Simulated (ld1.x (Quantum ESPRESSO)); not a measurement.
An all-electron radial function and its pseudo partner (phosphorus (P))

Columns: radius, all-electron u(r) and pseudo u(r) of the 3s shell (level -28.43 eV) of phosphorus in the configuration [Ne] 3s2 3p1.5; LDA (PZ), non-relativistic, TM scheme, ld1.x (Quantum ESPRESSO) 7.5.

| r (bohr) | all-electron | pseudo |
| --- | --- | --- |
| 0.078 | 0.1872 | 0.0283 |
| 0.155 | -0.0548 | 0.0568 |
| 0.232 | -0.2790 | 0.0864 |
| 0.310 | -0.3917 | 0.1183 |
| 0.388 | -0.3962 | 0.1528 |
| 0.465 | -0.3252 | 0.1900 |
| 0.542 | -0.2089 | 0.2311 |
| 0.620 | -0.0684 | 0.2776 |
| 0.698 | 0.0783 | 0.3295 |
| 0.775 | 0.2183 | 0.3864 |
| 0.852 | 0.3471 | 0.4484 |
| 0.930 | 0.4624 | 0.5153 |
| 1.008 | 0.5608 | 0.5835 |
| 1.085 | 0.6410 | 0.6484 |
| 1.162 | 0.7049 | 0.7064 |
| 1.240 | 0.7542 | 0.7543 |
| 1.318 | 0.7893 | 0.7893 |
| 1.395 | 0.8115 | 0.8115 |
| 1.472 | 0.8229 | 0.8229 |
| 1.550 | 0.8249 | 0.8249 |
| 1.628 | 0.8187 | 0.8187 |
| 1.705 | 0.8060 | 0.8060 |
| 1.782 | 0.7879 | 0.7879 |
| 1.860 | 0.7651 | 0.7651 |
| 1.938 | 0.7388 | 0.7388 |
| 2.015 | 0.7103 | 0.7103 |

(1) How many radial nodes do the two functions have?

(2) At about which radius was the pseudo-wave matched?

(3) Is the pseudo-wave norm-conserving?

Results:

(1) The all-electron 3s function has n − l − 1 = 2; the pseudo-wave has 0, since the states of the same l below it are removed with the core.

(2) 1.35 bohr. The columns agree to 0.0005 from 1.24 bohr on; several derivatives are matched, so the curves merge somewhat inside the radius.

(3) Yes: the TM scheme keeps the norm inside the radius equal to the all-electron one, which fixes the energy derivative of the logarithmic derivative at the level.
